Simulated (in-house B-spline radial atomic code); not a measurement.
RPA and G0W0 on PBE: Tc⁷⁺

Configuration [Ar] 3d10 4s2 4p6, mean-field start PBE. Computed with an all-electron radial atomic-structure program (B-spline basis): all electrons, scalar-relativistic (spin-free one-electron X2C), finite nucleus, each spin shell either full or empty, empty states to l = 9 with an (l + 1/2)⁻⁴ tail; G0W0 by contour deformation at full frequency.

Command:
```bash
python run_gw.py task.json out
```
Settings (radii: box in bohr, nucleus in fm):
```
Z                        43
electrons                36
configuration            [Ar] 3d10 4s2 4p6
hamiltonian              x2c
method                   pbe,pbe
lmax                     9
rms_radius               4.41117
spin_polarised           False
box_radius               8.41
intervals                66
```

Run time, properties included: 1.8 s on 1 thread of Arm Neoverse V2, on a shared host.

Energies (hartree):

| term | value |
| --- | --- |
| mean-field total | -4273.35743 |
| Hartree-Fock functional on these orbitals | -4271.81129 |
| direct second order | -3.1337 |
| second-order exchange | 0.89755 |
| SOSEX correction | 0.84022 |

Question: What is the RPA correlation energy, and what remains with SOSEX?

Answer: RPA gives -2.7985 hartree (-2.12 eV per electron); RPA + SOSEX gives -1.9583, and the second-order doubles -2.2361 hartree (no singles). RPA lacks exchange-type terms and so overcorrelates at short range.

Quasi-particle levels (eV):

```json
{"level": "4p", "occupied": "yes", "mean field": "-142.21", "Σx - vxc": "-9.47", "Σc": "?", "QP weight": "?", "G0W0": "?"}
{"level": "3d", "occupied": "yes", "mean field": "-356.04", "Σx - vxc": "-30.45", "Σc": "7.26", "QP weight": "0.929", "G0W0": "-379.23"}
{"level": "4d", "occupied": "no", "mean field": "-97.21", "Σx - vxc": "10.43", "Σc": "-2.57", "QP weight": "0.970", "G0W0": "-89.34"}
```

G0W0 = mean field + (Σx - vxc) + Σc, with Σc (partial-wave tail included) taken at the quasi-particle energy. Only the outer levels were computed. Levels of low weight are left out.

Question: Where does G0W0 put 4p?

Answer: At -152.41 eV, with Σc = -0.74 eV and a quasi-particle weight of 0.961. The tabulated removal energy is 150 ± 2.1 eV (NIST, tabulated theory); the calculation leaves out spin-orbit coupling, Breit and QED terms, and what these don't explain is the method's own error.
